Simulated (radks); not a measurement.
The numbers below are computed, except where a source is named.
Charge is removed step by step from the 2s down level of Ni, starting from [He] 2s(up 1, down 1) 2p6 3s2 3p6 3d8 4s2. Level of theory: scalar-relativistic Kohn-Sham, PBEsol, spin-polarised, spherical densities, point nucleus; open shells are filled with parallel spins first (a radial shooting solver on a logarithmic mesh with Libxc functionals).

removed (e)	E - E(0) (eV)	eigenvalue (eV)	E minus straight line (eV)
0	0.000	-980.14	0.000
0.1	98.200	-984.44	-1.997
0.2	196.83	-988.79	-3.561
0.3	295.90	-993.18	-4.688
0.4	395.42	-997.62	-5.373
0.5	495.37	-1002.1	-5.613
0.6	595.78	-1006.6	-5.404
0.7	696.64	-1011.1	-4.741
0.8	797.96	-1015.7	-3.622
0.9	899.73	-1020.3	-2.042
1	1002.0	-1025.0	0.000

Removing the whole electron costs 1002.0 eV by Delta-SCF, against 980.14 eV from minus the eigenvalue at the starting occupation. Slater's transition state (half an electron removed) gives 1002.1 eV. Integrating minus the eigenvalue over the occupation (Janak's theorem) gives 1002.2 eV. In this scalar-relativistic scheme the density is built from large components alone, so the theorem holds only approximately. The mean slope of the eigenvalue, de/dn, is 44.8 eV per electron.
